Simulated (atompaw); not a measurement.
**Which setting gave this result? (Pd, PAW (atompaw))**

Base potential:

atompaw 4.2.0.5 input, output lines left out:

```
Pd 46
GGA-PBE scalarrelativistic loggrid 1500 logderivrange -11 5 401
5 5 4 0 0 0
5 0 0
5 1 0
4 2 7
0 0 0
c
c
c
v
v
c
c
v
v
c
v
2
2.00 1.90 1.65 1.10
n
n
y
-2.15
n
custom polynom2 7 10 vanderbiltortho sinc
bessel
1.45
2.00
1.55
2.00
2.00
2.00
```

Cutoffs, loose and tight: the cutoffs (Ry, on a coarse ladder) from which the occupation-weighted sum of valence levels, in a spherical-Bessel basis at the reference potential, stays within 10 and 1 mRy of its value at 400 Ry. They see the waves, projectors and local potential, not the compensation charge or the core.

Only the scale of all radii (base = 1) is moved (3 further runs of the sweep failed or gave no value and are left out):

```csv
scale of all radii (base = 1),"cutoff, loose","cutoff, tight",bound ghosts
0.98,40 Ry,230 Ry,none
1.06,25 Ry,140 Ry,none
1.14,25 Ry,100 Ry,none
1.27,35 Ry,70 Ry,none
```

Q: One more run gave cutoff, loose: 35 Ry; cutoff, tight: 80 Ry; bound ghosts: none. Which value of the scale of all radii (base = 1) was used?

A: 1.23. The tight cutoff moves one way along this sweep, from 230 Ry at 0.98 to 70 Ry at 1.27, which places the run between 1.14 and 1.27.
